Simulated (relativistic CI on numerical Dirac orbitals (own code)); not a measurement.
What each ingredient does to the levels of Re⁵⁰⁺

Base calculation: Dirac-Coulomb-Breit CI, KLI orbitals optimised for each configuration, QED by a radiative potential, unscaled Slater integrals.

CI space (outside the closed core [Ne]): 3s²3p⁶3d⁷, 3s²3p⁵3d⁸, 3s²3p⁴3d⁹, 3s3p⁶3d⁸, 3p⁶3d⁹, 3s3p⁵3d⁹, 3s²3p⁶3d⁶4s, 3s²3p⁶3d⁶4p, 3s²3p⁴3d⁸4s, 3s²3p⁶3d⁶4d, 3s²3p⁴3d⁸4p, 3s²3p⁵3d⁷4s, 3s²3p⁶3d⁶4f, 3s²3p⁵3d⁷4p, 3s²3p⁶3d⁵4s², 3s3p⁶3d⁷4s. Levels of other configurations are missing.

Variants: (1) Breit term removed. Shifts of the energy above 3s²3p⁶3d⁷ ⁴F9/2, in eV, for the lowest level and the first level of each name with at least 55 % of one term (blank where a level changes its place among those of its configuration and J or its character, or is not in the variant):

| Level | Base | Δ(1) |
| --- | --- | --- |
| 3s²3p⁶3d⁷ ⁴F9/2 | 0.000 | 0.000 |
| 3s²3p⁶3d⁷ ⁴F7/2 | 70.088 | +1.035 |
| 3s²3p⁶3d⁷ ⁴P5/2 | 82.590 | +0.661 |
| 3s²3p⁶3d⁷ ²H11/2 | 85.902 | +2.671 |
| 3s²3p⁶3d⁷ ²F5/2 | 97.684 | +0.839 |
| 3s²3p⁶3d⁷ ²D3/2 | 116.146 | +0.126 |
| 3s²3p⁶3d⁷ ⁴F5/2 | 147.654 | +2.201 |
| 3s²3p⁶3d⁷ ²H9/2 | 156.872 | +3.695 |
| 3s²3p⁵3d⁸ ⁴G°11/2 | 418.171 | +3.344 |
| 3s²3p⁵3d⁸ ²D°5/2 | 430.375 | +2.258 |
| 3s²3p⁵3d⁸ ²F°7/2 | 431.580 | +2.402 |
| 3s²3p⁵3d⁸ ⁴F°9/2 | 438.477 | +3.013 |
| 3s²3p⁵3d⁸ ⁴G°9/2 | 497.331 | +4.538 |
| 3s²3p⁵3d⁸ ²H°11/2 | 519.918 | +5.395 |
| 3s²3p⁵3d⁸ ²G°9/2 | 538.284 | +5.127 |
| 3s²3p⁵3d⁸ ²F°5/2 | 551.477 |  |
| 3s²3p⁵3d⁸ ⁴D°1/2 | 599.573 | +5.264 |
| 3s²3p⁵3d⁸ ²H°9/2 | 856.618 | +8.950 |
| 3s²3p⁴3d⁹ ⁴F9/2 | 876.756 | +5.803 |

At this charge energies of transitions that change n are usually good to better than 1 %, and those within a shell (Δn = 0) to a few per cent.

Ionisation energy from the two ground configurations alone: base 4609.38 eV; Breit term removed 4611.75 eV. The NIST ASD value (theoretical) is 4609 eV.

LS names give the leading component of a level, which can be under half, so a name can repeat, a term be missing and a line seem to break the LS rules.
